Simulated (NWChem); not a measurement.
System: C$_{3}$H$_{3}$BF$_{2}$; SMILES FB1CC=C1F

```xyz
9

F     -1.1641     1.7003     0.0062
B     -0.2223     0.7841    -0.0084
C      1.3775     0.8181    -0.0081
C      1.1923    -0.6984     0.0126
C     -0.1579    -0.7629    -0.0048
F     -0.9538    -1.8138    -0.0023
H      1.8769     1.2117    -0.9091
H      1.8759     1.2394     0.8810
H      1.9489    -1.4918     0.0375
```
Atoms are numbered in this order, from 1.

Computed with NWChem. Medium grid unless said otherwise, to which SCAN and Minnesota functionals are sensitive. The geometry was optimised at PBE0/def2-SVP.

Task: Order these by “dipole (D)”, lowest first: MN15/def2-SVP; BLYP/def2-SVP; B97-D/def2-SVP; Hartree-Fock/def2-SVP.

Result: BLYP/def2-SVP (1.46), B97-D/def2-SVP (1.55), MN15/def2-SVP (1.74), Hartree-Fock/def2-SVP (2.23)
